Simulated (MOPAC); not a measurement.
MOPAC input (PM3):

```
PM3 1SCF UHF MS=0.5 GEO-OK AUX(PRECISION=9) THREADS=1
CH2N

N     0.67821943 1    0.21322225 1    0.19325834 1
C    -0.46105180 1   -0.14494793 1   -0.13137652 1
H    -0.64365366 1   -1.11460559 1   -0.61374944 1
H    -1.33757157 1    0.49173741 1    0.04920014 1
```

Output:

```
 *******************************************************************************
 **                                                                           **
 **                              MOPAC v23.2.5                                **
 **                                                                           **
 *******************************************************************************
 ** MOPAC's Digital Object Identifier: https://doi.org/10.5281/zenodo.6511958 **
 **                                                                           **
 ** Please cite the open-source release paper for use of this MOPAC version:  **
 ** J. E. Moussa and J. J. P. Stewart (2026)                                  **
 ** MOPAC: An open-source semiempirical molecular orbital program             **
 ** J. Open Source Softw., 11(119), 8025, https://doi.org/10.21105/joss.08025 **
 *******************************************************************************

                              PM3 CALCULATION RESULTS

 *******************************************************************************
 *  PM3        - The PM3 Hamiltonian to be used
 *  GEO-OK     - OVERRIDE INTERATOMIC DISTANCE AND OTHER SAFETY CHECKS
 *  UHF        - UNRESTRICTED HARTREE-FOCK CALCULATION
 *  MS=        - IN MECI, MAGNETIC COMPONENT OF SPIN =  0.5
 *  1SCF       - DO 1 SCF AND THEN STOP
 *  AUX        - OUTPUT AUXILIARY INFORMATION
 *******************************************************************************
PM3 1SCF UHF MS=0.5 GEO-OK AUX(PRECISION=9) THREADS=1
 CH2N

   ATOM   CHEMICAL          X               Y               Z
  NUMBER   SYMBOL      (ANGSTROMS)     (ANGSTROMS)     (ANGSTROMS)

     1       N          0.67821943  *   0.21322225  *   0.19325834  *
     2       C         -0.46105180  *  -0.14494793  *  -0.13137652  *
     3       H         -0.64365366  *  -1.11460559  *  -0.61374944  *
     4       H         -1.33757157  *   0.49173741  *   0.04920014  *

          CARTESIAN COORDINATES

    NO.       ATOM           X           Y           Z

     1         N          0.6782      0.2132      0.1933
     2         C         -0.4611     -0.1449     -0.1314
     3         H         -0.6437     -1.1146     -0.6137
     4         H         -1.3376      0.4917      0.0492

  H: (PM3): J. J. P. STEWART, J. COMP. CHEM. 10, 209 (1989).
  C: (PM3): J. J. P. STEWART, J. COMP. CHEM. 10, 209 (1989).
  N: (PM3): J. J. P. STEWART, J. COMP. CHEM. 10, 209 (1989).

           Empirical Formula: C H2 N  =     4 atoms

      MOLECULAR POINT GROUP   :   C2v

          UHF CALCULATION, NO. OF ALPHA ELECTRONS =    6
                           NO. OF BETA  ELECTRONS =    5

 -------------------------------------------------------------------------------
 PM3 1SCF UHF MS=0.5 GEO-OK AUX(PRECISION=9) THREADS=1
 CH2N

     1SCF WAS SPECIFIED, SO BFGS WAS NOT USED
     SCF FIELD WAS ACHIEVED

                              PM3 CALCULATION
                                                       MOPAC v23.2.5 Linux

          FINAL HEAT OF FORMATION =         49.66038 KCAL/MOL =     207.77903 KJ/MOL

          COSMO AREA              =         63.51 SQUARE ANGSTROMS
          COSMO VOLUME            =         45.44 CUBIC ANGSTROMS

          IONIZATION POTENTIAL    =         10.495391 EV
          ALPHA SOMO LUMO (EV)    =        -10.495  0.763
          BETA  SOMO LUMO (EV)    =        -12.302 -0.237
          NO. OF ALPHA ELECTRONS  =          6
          NO. OF BETA  ELECTRONS  =          5
          MOLECULAR WEIGHT        =         28.0335         POINT GROUP:  C2v

          MOLECULAR DIMENSIONS (Angstroms)

            Atom       Atom       Distance
            H     4    N     1     2.04003
            H     3    N     1     1.66280
            C     2    H     4     0.00000

          SCF CALCULATIONS        =          1

   ATOM   CHEMICAL          X               Y               Z
  NUMBER   SYMBOL      (ANGSTROMS)     (ANGSTROMS)     (ANGSTROMS)

     1       N          0.67821943  *   0.21322225  *   0.19325834  *
     2       C         -0.46105180  *  -0.14494793  *  -0.13137652  *
     3       H         -0.64365366  *  -1.11460559  *  -0.61374944  *
     4       H         -1.33757157  *   0.49173741  *   0.04920014  *

                             CARTESIAN COORDINATES

   1    N        0.678219430     0.213222250     0.193258340
   2    C       -0.461051800    -0.144947930    -0.131376520
   3    H       -0.643653660    -1.114605590    -0.613749440
   4    H       -1.337571570     0.491737410     0.049200140

           Empirical Formula: C H2 N  =     4 atoms

      MOLECULAR POINT GROUP   :   C2v

          ALPHA EIGENVALUES
 -31.79278 -19.86124 -16.62635 -12.99553 -12.70615 -10.49539   0.76289   2.53046
   3.78280   5.61135

           BETA EIGENVALUES
 -31.69768 -19.39674 -15.68984 -12.46199 -12.30237  -0.23711   0.91166   2.72938
   4.24881   5.81952

              NET ATOMIC CHARGES AND DIPOLE CONTRIBUTIONS

  ATOM NO.   TYPE          CHARGE      No. of ELECS.   s-Pop       p-Pop
    1          N          -0.135962        5.1360     1.79174     3.34422
    2          C          -0.082662        4.0827     1.20149     2.88118
    3          H           0.109312        0.8907     0.89069
    4          H           0.109312        0.8907     0.89069
 DIPOLE           X         Y         Z       TOTAL
 POINT-CHG.    -1.300    -0.409    -0.370     1.412
 HYBRID        -1.040    -0.327    -0.296     1.129
 SUM           -2.340    -0.736    -0.667     2.542

          ATOMIC ORBITAL ELECTRON POPULATIONS

     Atom    s        px        py        pz
    1  N   1.79174   1.19699   1.07399   1.07324
    2  C   1.20149   0.96366   0.97283   0.94469
    3  H   0.89069
    4  H   0.89069

                    (SZ)    =    0.500000
                    (S**2)  =    0.777491

          ATOMIC ORBITAL SPIN POPULATIONS

    Atom   Total    s     px     py     pz
         Atomic
    1  N  1.0261  0.008  0.134  0.664  0.220
    2  C -0.2743 -0.031 -0.042 -0.080 -0.121
    3  H  0.1241  0.124
    4  H  0.1241  0.124

 **********************
 *                    *
 * JOB ENDED NORMALLY *
 *                    *
 **********************

 == MOPAC DONE ==
```

The geometry given is a B3LYP-D3(BJ)/def2-TZVP minimum.
